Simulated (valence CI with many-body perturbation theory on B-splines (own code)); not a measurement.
# Nd+: E2, M1 decay

Computed by configuration interaction combined with many-body perturbation theory (CI+MBPT): five valence electrons over a frozen Dirac-Fock core [Xe], radial functions for each j: 7 s, 7 p, 7 d, 7 f, 4 g, 2 h, with the one-electron correlation potential Σ1 (screened to all orders), the two-electron term Σ2, the three-electron term Σ3, Breit, model QED; the open f shell's mean field enters the energy denominators; selected single and double excitations, second order for the rest, scaled by the run's own slope (own B-spline code, finite nucleus).

Set against measurement, 20 paired levels are off by 362 cm⁻¹ on average, the worst by 604. These come from a selection out of the NIST Handbook of Basic Atomic Spectroscopic Data. Levels without a partner in it may be off by more, other configurations by several thousand cm⁻¹. Not all symmetries were solved, so the list stops early. Among the levels kept, up to 2100 cm⁻¹ of a level comes from second order outside the variational space, and about a tenth of that is noise between levels of different J, which matters for small intervals. Only levels of the ground parity were solved; by the run's estimate the other parity begins above the list, which can be wrong where configurations are misplaced.

Lines 1 to 27 of 27 in falling wavelength, among levels below 8282 cm⁻¹, chosen from the decays that carry over 1 % of a level's rate. Wavelengths and rates use the calculated energies, so an error of 400 cm⁻¹ moves a line at 6431 nm by 26 % and its rate by three times that or more. Electric multipoles are in the length gauge, E1 and E2 with the static RPA response of the core. Weak lines are less certain than strong ones. Lines between different terms over intervals too small for the method are left out, as are lines whose strength nearly cancels and 18 of this kind that miss the measured wavelength by over 7 %. Where a level lies close to another of its J and parity, the split of strength between their lines is uncertain. The highest levels of a list are the least certain. Branching is blank where the lifetime is uncertain.

Names give the largest LS component (configuration and term), which can be under half, so a name can repeat, a term be missing and a line seem to break the LS rules; names also repeat where a configuration has a term twice.

```
λ vac (nm)  λ from measured levels          Upper          Lower  Type   A (s⁻¹)  Branch %
     18700                   19480   4f⁴6s ⁶I_9/2   4f⁴6s ⁶I_7/2    M1  8.77e-03     100.0
      9420                    9821  4f⁴5d ⁶K_13/2  4f⁴5d ⁶K_11/2    M1  1.27e-01      82.0
      8922                    9523  4f⁴5d ⁶L_13/2  4f⁴5d ⁶L_11/2    M1  1.10e-01      95.6
      8225                    8697  4f⁴5d ⁶L_15/2  4f⁴5d ⁶L_13/2    M1  1.94e-01      96.2
      7990                    8221  4f⁴6s ⁶I_15/2  4f⁴6s ⁶I_13/2    M1  1.50e-01     100.0
      7898                    8120  4f⁴5d ⁶L_17/2  4f⁴5d ⁶L_15/2    M1  2.22e-01      97.2
      6636                    7059  4f⁴6s ⁴I_11/2   4f⁴6s ⁴I_9/2    M1  1.87e-01          
      6614                    6788  4f⁴6s ⁴I_15/2  4f⁴6s ⁴I_13/2    M1  1.18e-01      96.0
      6431                    6581   4f⁴5d ⁶I_7/2   4f⁴5d ⁶K_9/2    M1  1.83e-03       3.4
      6065                    6379   4f⁴5d ⁶K_9/2  4f⁴5d ⁶L_11/2    M1  1.25e-03          
      5993                    6263  4f⁴6s ⁴I_11/2  4f⁴6s ⁶I_11/2    M1  3.17e-03          
      5770                    6060   4f⁴6s ⁴I_9/2   4f⁴6s ⁶I_7/2    M1  1.31e-01      98.3
      5029                    5189  4f⁴6s ⁴I_13/2  4f⁴6s ⁶I_13/2    M1  2.53e-03          
      4447                    4579  4f⁴6s ⁴I_15/2  4f⁴6s ⁶I_15/2    M1  1.36e-03       1.1
      3935                    4141   4f⁴5d ⁶I_9/2   4f⁴5d ⁶K_9/2    M1  4.94e-03          
      3835                    4061  4f⁴5d ⁶K_13/2  4f⁴5d ⁶L_13/2    M1  2.89e-03       1.9
      3750                    4009  4f⁴5d ⁶K_11/2  4f⁴5d ⁶L_11/2    M1  2.49e-03          
      3696                    3916  4f⁴6s ⁴I_11/2   4f⁴6s ⁶I_9/2    M1  7.96e-03          
      3098                    3287  4f⁴6s ⁴I_13/2  4f⁴6s ⁶I_11/2    M1  2.50e-03          
      1538                    1443  4f⁴5d ⁶K_11/2   4f⁴6s ⁶I_7/2    E2  3.75e-03          
      1423                    1345  4f⁴5d ⁶K_13/2   4f⁴6s ⁶I_9/2    E2  6.73e-03       4.4
      1421                    1329   4f⁴5d ⁶I_7/2   4f⁴6s ⁶I_7/2    E2  3.66e-02      67.2
      1335                    1265   4f⁴5d ⁶I_9/2   4f⁴6s ⁶I_9/2    E2  2.70e-02          
      1295                    1207   4f⁴5d ⁶G_5/2   4f⁴6s ⁶I_9/2    E2  8.46e-02      83.5
      1246                    1188   4f⁴5d ⁶I_9/2   4f⁴6s ⁶I_7/2    E2  1.59e-02          
      1231                    1147   4f⁴5d ⁶G_3/2   4f⁴6s ⁶I_7/2    E2  1.31e-01     100.0
      1211                    1137   4f⁴5d ⁶G_5/2   4f⁴6s ⁶I_7/2    E2  1.51e-02      14.9
```
